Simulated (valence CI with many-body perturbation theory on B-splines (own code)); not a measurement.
# E1 line list for Lu LIX

Calculated by configuration interaction combined with many-body perturbation theory (CI+MBPT): three valence electrons over a frozen Dirac-Fock core [Ne], a basis of 11 s, 11 p, 9 d, 7 f, 5 g, 2 h, 1 i functions for each j, with the one-electron correlation potential Σ1 (screened to all orders), the two-electron term Σ2, the three-electron term Σ3, Breit, model QED; selected single and double excitations, second order for the rest (own B-spline code, finite nucleus).

No measured spectrum was set against this ion. As an estimate, large intervals hold to a few tenths of a per cent, small ones and those within an open d or f shell to about a per cent.

Lines 101 to 150 of 256 in falling wavelength, among levels below 10298 × 10³ cm⁻¹, chosen from the strongest by gf and those to the six lowest levels. Wavelengths and rates use the calculated energies. Electric multipoles are in the length gauge, E1 and E2 with the static RPA response of the core. Weak lines are less certain than strong ones. Lines between different terms over intervals too small for the method are left out, as are lines whose strength nearly cancels. The highest levels of a list are the least certain.

Levels are named by their leading jj configuration (3d3/2^4 stands for four electrons in 3d with j = 3/2), which in mixed levels can hold well under half, so a name can repeat and another be missing. Letters in brackets count levels of one name in rising energy.

```tsv
λ vac (nm)	Upper	Lower	A (s⁻¹)	S (a.u.)
2.777	(3p1/2 3p3/2^2) J=5/2	(3s 3p1/2 3p3/2) J=3/2 [b]	5.87e+11	3.72e-02
2.762	(3p1/2 3p3/2 3d5/2) J=5/2 [a]	(3s 3p1/2 3d5/2) J=5/2 [b]	5.25e+11	3.28e-02
2.756	(3p1/2 3p3/2 3d3/2) J=5/2 [a]	(3s 3p1/2 3d3/2) J=5/2	2.78e+11	1.72e-02
2.751	(3p1/2 3p3/2^2) J=3/2	(3s 3p1/2 3p3/2) J=3/2 [b]	2.29e+11	9.43e-03
2.750	(3p1/2 3p3/2 3d5/2) J=9/2	(3s 3p1/2 3d5/2) J=7/2	5.82e+11	5.97e-02
2.724	(3s 3p3/2 3d3/2) J=3/2 [b]	(3s^2 3d3/2) J=3/2	7.94e+11	3.17e-02
2.721	(3p1/2 3p3/2 3d3/2) J=3/2 [b]	(3s 3p1/2 3d3/2) J=3/2 [b]	1.70e+11	6.74e-03
2.718	(3p1/2 3p3/2 3d5/2) J=7/2 [a]	(3s 3p1/2 3d5/2) J=5/2 [a]	9.14e+11	7.25e-02
2.714	(3p1/2 3p3/2 3d3/2) J=5/2 [b]	(3s 3p1/2 3d3/2) J=3/2 [b]	8.81e+11	5.22e-02
2.711	(3p1/2 3p3/2 3d3/2) J=3/2 [a]	(3s 3p1/2 3d3/2) J=5/2	3.09e+11	1.22e-02
2.710	(3p3/2^3) J=3/2	(3s 3p3/2^2) J=3/2	2.71e+12	1.06e-01
2.709	(3p1/2 3p3/2 3d5/2) J=5/2 [b]	(3s 3p1/2 3d5/2) J=3/2	2.47e+11	1.45e-02
2.703	(3p1/2 3p3/2 3d5/2) J=5/2 [a]	(3s 3p1/2 3d5/2) J=7/2	1.64e+11	9.58e-03
2.695	(3s 3p3/2 3d5/2) J=7/2 [b]	(3s^2 3d5/2) J=5/2	1.44e+12	1.12e-01
2.694	(3p1/2 3p3/2 3d5/2) J=7/2 [b]	(3s 3p1/2 3d5/2) J=5/2 [b]	1.70e+11	1.32e-02
2.687	(3p1/2 3p3/2 3d3/2) J=3/2 [b]	(3s 3p1/2 3d3/2) J=1/2	1.84e+11	7.04e-03
2.685	(3p1/2 3p3/2 3d3/2) J=5/2 [a]	(3s 3p1/2 3d3/2) J=3/2 [a]	2.37e+11	1.36e-02
2.685	(3p1/2^2 3p3/2) J=3/2	(3s 3p1/2^2) J=1/2	2.49e+11	9.50e-03
2.673	(3p1/2 3p3/2 3d3/2) J=7/2	(3s 3p1/2 3d3/2) J=5/2	1.04e+12	7.85e-02
2.672	(3p3/2^3) J=3/2	(3s 3p3/2^2) J=1/2	6.91e+11	2.60e-02
2.671	(3s 3p1/2 3p3/2) J=3/2 [b]	(3s^2 3p1/2) J=1/2	5.66e+11	2.13e-02
2.662	(3p1/2 3p3/2 3d3/2) J=1/2 [b]	(3s 3p1/2 3d3/2) J=1/2	5.21e+11	9.69e-03
2.657	(3p1/2 3p3/2^2) J=1/2	(3s 3p1/2 3p3/2) J=3/2 [b]	1.28e+12	2.38e-02
2.656	(3p1/2 3p3/2^2) J=5/2	(3s 3p1/2 3p3/2) J=5/2	3.14e+11	1.74e-02
2.653	(3p1/2 3p3/2 3d5/2) J=3/2 [a]	(3s 3p1/2 3d5/2) J=5/2 [a]	3.17e+11	1.17e-02
2.652	(3p1/2 3p3/2 3d5/2) J=1/2	(3s 3p1/2 3d5/2) J=3/2	4.34e+11	7.99e-03
2.647	(3s 3p3/2 3d3/2) J=5/2 [b]	(3s^2 3d3/2) J=3/2	2.80e+12	1.54e-01
2.642	(3p1/2 3p3/2 3d3/2) J=3/2 [a]	(3s 3p1/2 3d3/2) J=3/2 [a]	4.70e+11	1.71e-02
2.637	(3p1/2 3p3/2 3d5/2) J=7/2 [b]	(3s 3p1/2 3d5/2) J=7/2	2.15e+11	1.56e-02
2.631	(3p1/2 3p3/2^2) J=3/2	(3s 3p1/2 3p3/2) J=5/2	2.03e+11	7.29e-03
2.627	(3p1/2 3p3/2 3d3/2) J=1/2 [a]	(3s 3p1/2 3d3/2) J=3/2 [a]	1.03e+12	1.85e-02
2.620	(3s 3p3/2 3d3/2) J=1/2 [b]	(3s^2 3d3/2) J=3/2	2.29e+12	4.07e-02
2.618	(3s 3p1/2 3p3/2) J=1/2	(3s^2 3p1/2) J=1/2	1.97e+12	3.49e-02
2.617	(3s 3p3/2^2) J=1/2	(3s^2 3p3/2) J=3/2	1.42e+12	2.51e-02
2.609	(3p1/2 3p3/2 3d3/2) J=5/2 [a]	(3p1/2^2 3p3/2) J=3/2	2.18e+11	1.14e-02
2.609	(3s 3p1/2 3d3/2) J=3/2 [a]	(3s 3p1/2^2) J=1/2	1.98e+11	6.93e-03
2.607	(3p1/2 3p3/2 3d5/2) J=3/2 [b]	(3s 3p1/2 3d5/2) J=5/2 [b]	8.51e+11	2.98e-02
2.590	(3s 3p3/2 3d3/2) J=3/2 [a]	(3s 3p1/2 3p3/2) J=3/2 [b]	2.48e+10	8.51e-04
2.588	(3s 3p3/2 3d5/2) J=3/2 [b]	(3s^2 3d5/2) J=5/2	1.80e+12	6.16e-02
2.582	(3s 3p3/2 3d3/2) J=1/2 [a]	(3s 3p1/2 3p3/2) J=3/2 [b]	1.64e+11	2.78e-03
2.581	(3s 3p3/2^2) J=3/2	(3s^2 3p3/2) J=3/2	2.89e+12	9.80e-02
2.575	(3s 3p3/2 3d5/2) J=5/2 [b]	(3s^2 3d5/2) J=5/2	1.56e+12	7.91e-02
2.573	(3s 3p3/2 3d3/2) J=5/2 [a]	(3s 3p1/2 3p3/2) J=3/2 [b]	1.85e+11	9.33e-03
2.569	(3p1/2 3p3/2 3d3/2) J=3/2 [a]	(3p1/2^2 3p3/2) J=3/2	4.70e+11	1.57e-02
2.566	(3p1/2 3p3/2 3d5/2) J=7/2 [b]	(3s 3p1/2 3d5/2) J=5/2 [a]	1.25e+11	8.35e-03
2.562	(3p1/2 3p3/2^2) J=5/2	(3s 3p1/2 3p3/2) J=3/2 [a]	5.61e+10	2.80e-03
2.555	(3p1/2 3p3/2 3d3/2) J=1/2 [a]	(3p1/2^2 3p3/2) J=3/2	3.95e+11	6.51e-03
2.554	(3p1/2 3p3/2 3d5/2) J=5/2 [b]	(3s 3p1/2 3d5/2) J=5/2 [a]	5.66e+11	2.79e-02
2.544	(3p1/2 3p3/2 3d3/2) J=5/2 [b]	(3s 3p1/2 3d3/2) J=5/2	2.48e+11	1.21e-02
2.539	(3p1/2 3p3/2^2) J=3/2	(3s 3p1/2 3p3/2) J=3/2 [a]	9.53e+11	3.08e-02
```
